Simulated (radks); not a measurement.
All-electron atom: N3+ in [He] 2s2. Method: scalar-relativistic Kohn-Sham, PBE, spin-unpolarised, spherical densities, finite nucleus; Fermi nuclear charge, rms radius 2.5582 fm; computed with a radial shooting solver on a logarithmic mesh with Libxc functionals.

Unscreened Slater integrals over Kohn-Sham orbitals (eV). Empty in this configuration: 2p.

| integral | value |
|---|---|
| F0(2s,2s) | 22.265 |
| F0(2s,1s) | 31.192 |
| G0(2s,1s) | 2.6506 |
| F0(2s,2p) | 22.941 |
| G1(2s,2p) | 13.883 |
| F0(1s,1s) | 112.03 |
| F0(1s,2p) | 33.084 |
| G1(1s,2p) | 4.4546 |
| F0(2p,2p) | 23.965 |
| F2(2p,2p) | 11.313 |
